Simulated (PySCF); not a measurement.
Excitations are Tamm–Dancoff values on a coarser integration grid. The basis has no diffuse functions, so Rydberg states are missing or too high.

Cartesian coordinates (Å):
```xyz
12

C     -2.2616    -0.4119    -0.0582
C     -1.6382     0.8166     0.0406
C     -0.2185     0.6681     0.0470
S      1.1429     1.7512     0.1441
C      2.2616     0.4119     0.0582
C      1.6382    -0.8166    -0.0406
C      0.2185    -0.6681    -0.0470
S     -1.1429    -1.7512    -0.1441
H     -3.3393    -0.6158    -0.0866
H     -2.1789     1.7697     0.1049
H      3.3393     0.6158     0.0866
H      2.1789    -1.7697    -0.1049
```
Charge 0, spin multiplicity 1.

### Question
Give the S1–T1 gap (TDA), LUMO, dipole moment, HOMO–LUMO gap, T1 excitation (TDA), hole reorganisation energy (four-point), adiabatic ionisation energy (no zero-point term) and S1 excitation (TDA) at the level PBE-D3(BJ)/def2-TZVP // PBE-D3(BJ)/def2-SVP (PySCF).

### Answer

| Property | Value |
|---|---|
| S1–T1 gap (TDA) | 1.42 eV |
| LUMO | -1.72 eV |
| dipole moment | 0.00 D |
| HOMO–LUMO gap | 3.61 eV |
| T1 excitation (TDA) | 3.14 eV |
| hole reorganisation energy (four-point) | 0.297 eV |
| adiabatic ionisation energy (no zero-point term) | 7.76 eV |
| S1 excitation (TDA) | 4.56 eV |
